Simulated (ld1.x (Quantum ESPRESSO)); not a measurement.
# u(r) = r·R(r): atom against pseudo-atom (Mn (Z = 25))

Columns: radius, all-electron u(r) and pseudo u(r) of the 4p shell (level -0.89 eV) of manganese in the configuration [Ar] 3d6 4s1 4p0; PBEsol, scalar-relativistic, ultrasoft scheme, ld1.x (Quantum ESPRESSO) 7.5.

| r (bohr) | all-electron | pseudo |
| --- | --- | --- |
| 0.145 | 0.0874 | 0.0024 |
| 0.290 | 0.0126 | 0.0094 |
| 0.435 | -0.0908 | 0.0209 |
| 0.580 | -0.1443 | 0.0365 |
| 0.725 | -0.1462 | 0.0558 |
| 0.870 | -0.1143 | 0.0781 |
| 1.015 | -0.0647 | 0.1029 |
| 1.160 | -0.0081 | 0.1296 |
| 1.305 | 0.0493 | 0.1574 |
| 1.450 | 0.1043 | 0.1860 |
| 1.595 | 0.1552 | 0.2146 |
| 1.740 | 0.2013 | 0.2428 |
| 1.885 | 0.2427 | 0.2702 |
| 2.030 | 0.2793 | 0.2965 |
| 2.175 | 0.3115 | 0.3213 |
| 2.320 | 0.3396 | 0.3445 |
| 2.465 | 0.3638 | 0.3658 |
| 2.610 | 0.3844 | 0.3850 |
| 2.755 | 0.4018 | 0.4018 |
| 2.900 | 0.4161 | 0.4161 |
| 3.045 | 0.4276 | 0.4276 |
| 3.190 | 0.4366 | 0.4366 |
| 3.335 | 0.4433 | 0.4433 |
| 3.480 | 0.4478 | 0.4478 |
| 3.625 | 0.4505 | 0.4505 |
| 3.770 | 0.4514 | 0.4514 |

Q: How many radial nodes do the two functions have?

A: The all-electron 4p function has n − l − 1 = 2; the pseudo-wave has 0, since the states of the same l below it are removed with the core.

Q: At about which radius was the pseudo-wave matched?

A: 2.90 bohr, where the columns begin to agree (steps of 0.14 bohr).

Q: Is the pseudo-wave norm-conserving?

A: No, it belongs to an ultrasoft set: the norm inside the radius is not constrained, and the difference is carried by the augmentation charge.
